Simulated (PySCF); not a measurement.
Q: What does the PBE0-D3(BJ)/def2-SVP structure of `FB(F)[SiH3]` look like in three dimensions?

A: 
```
atom  x, y, z in Å
F1     1.6865   -1.3110    0.3892
B2     1.1786   -0.1338    0.0748
F3     2.0448    0.8367   -0.1427
Si4   -0.8366    0.1150   -0.0647
H5    -1.4889   -0.3669    1.1913
H6    -1.2026    1.5430   -0.2977
H7    -1.3474   -0.7139   -1.2010
```

Any rigid rotation of these coordinates is as good. Atoms count from 1 in this order. The 4 heavy atoms lie in one plane (0.001 Å rms). B2 (three-coordinate boron) is planar (angles 123.3°, 120.4° and 116.3°, sum 360.0°, 0.00 Å off the plane of its three neighbours). Si4 (SiH3 silicon) is tetrahedral (angles from 108.1° to 111.7°).

Bonds between heavy atoms (Å): F1–B2 1.320, B2–F3 1.319, B2–Si4 2.035.

Theory: PySCF 2.14.0, PBE0-D3(BJ)/def2-SVP geometry optimisation, gas phase.

Point group: near Cs, missed by 0.17 Å at most; the miss may be what the optimiser left on a soft mode. Not checked by PBE0-D3(BJ)/def2-SVP frequencies.
